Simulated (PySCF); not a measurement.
C4H8NSi3: g tensor and hyperfine couplings

Compound: C₄H₈NSi₃ (doublet state).
Cartesian coordinates in Å at the GFN2-xTB level; atoms count from 1:
```xyz
16
C4H8NSi3 angstrom
C      3.4002   -1.1926    1.8174
C      3.0048   -0.5902    0.8486
Si     2.3043    0.4310   -0.5073
Si     0.1293   -0.0160   -1.0497
C     -0.4048    1.5183   -1.9815
N     -0.6941    2.4632   -2.5623
C     -0.8813   -0.1060    0.5648
Si    -2.7700    0.0028    0.3696
H      3.7641   -1.7395    2.6393
H      3.3833    0.6156   -1.4850
H     -0.3304   -1.1069   -1.9378
H     -0.6264   -1.0401    1.0678
H     -0.5529    0.6905    1.2346
H     -3.2373   -1.1316   -0.4320
H     -3.3910   -0.0517    1.6952
H     -3.1053    1.2622   -0.2931
```

The hyperfine couplings belong to this conformer and change with its torsions.

As a line formula: `C#C[SiH][Si@H](C#N)C[SiH3]` [radical].

Level of theory: PySCF, UKS B3LYP, pcH-1 on C H N Si, non-relativistic, mean-field spin-orbit, GIAO. One conformer (not necessarily the lowest) at the GFN2-xTB geometry, without solvent, vibrations or thermal averaging. A GFN2-xTB geometry isn't a minimum of the functional, and hyperfine couplings can be far from their values at a DFT geometry, by a factor of two or more for some ions and for spin on atoms past the first row. Stability of the SCF solution: not tested.

| Item | Value |
| --- | --- |
| g1, g2, g3 | 2.00197, 2.00334, 2.00499 |
| g_iso | 2.00343 |
| Form of g | rhombic: the two nearest values differ by 45 % of g3 − g1 |
| ⟨S²⟩ | 0.7560 (exact 0.7500) |

Hyperfine couplings atom by atom, in 10⁻⁴ cm⁻¹; T1 to T3 are the principal values of the dipolar part; ρ(0) is the spin density at the nucleus (1 × 10⁻⁴ cm⁻¹ = 2.998 MHz):

```csv
atom,isotope,a_iso,of which spin–orbit,T1,T2,T3,Mulliken spin population,ρ(0) (bohr⁻³)
C1,13C,5.4,0.0,-5.5,-4.3,9.8,0.21,0.0145
C2,13C,-3.8,0.0,-3.0,-0.1,3.1,-0.13,-0.0102
Si3,29Si,-124.2,0.3,-54.3,26.9,27.4,0.89,0.4201
Si4,29Si,-7.9,0.0,-2.8,0.7,2.1,0.03,0.0268
C5,13C,0.3,0.0,-0.2,-0.2,0.4,0.00,0.0009
N6,14N,0.0,0.0,-0.1,0.0,0.1,0.00,-0.0001
C7,13C,0.3,0.0,-0.2,-0.1,0.2,0.00,0.0009
Si8,29Si,0.3,0.0,0.0,0.0,0.0,0.00,-0.0010
H9,1H,-5.1,0.0,-2.6,-0.4,2.9,-0.01,-0.0034
H10,1H,1.8,0.0,-3.1,0.6,2.5,-0.01,0.0012
H11,1H,22.6,0.0,-0.7,-0.1,0.8,0.03,0.0152
H12,1H,0.5,0.0,-0.4,-0.3,0.7,0.00,0.0003
H13,1H,-0.1,0.0,-0.7,-0.5,1.2,0.00,-0.0001
H14,1H,0.4,0.0,-0.2,-0.1,0.3,0.00,0.0002
H15,1H,-0.1,0.0,-0.1,-0.1,0.2,0.00,-0.0001
H16,1H,0.1,0.0,-0.2,-0.1,0.3,0.00,0.0000
```

The largest Mulliken spin populations are on Si3 (+0.89), C1 (+0.21) and C2 (-0.13). The positive populations add up to 1.16 and the negative ones to -0.16, together 2S = 1. The angles at Si3 add up to 346.3°, so it is slightly pyramidal.

Axes: g2 points within 12° of the Si3–Si4 bond.

Under fast tumbling the dipolar parts average out, and these isotropic splittings remain: 1 × 1H (H11, I = 1/2, 2 lines) with 2.42 mT, 1 × 1H (H9, I = 1/2, 2 lines) with 0.54 mT, 1 × 1H (H10, I = 1/2, 2 lines) with 0.20 mT and 1 × 1H (H12, I = 1/2, 2 lines) with 0.05 mT.

The 13C coupling of C1 (16.2 MHz) shows only in satellite lines or after enrichment, since that isotope makes up about 1.07 % of natural carbon.

The 29Si coupling of Si3 (-372.4 MHz) shows only in satellite lines or after enrichment, since that isotope makes up about 4.7 % of natural silicon.

β density exceeds α density at some nuclei, such as C2 (-0.0102) and H9 (-0.0034), spin density in bohr⁻³. In a single determinant that takes different orbitals for the two spins, that is spin polarisation.
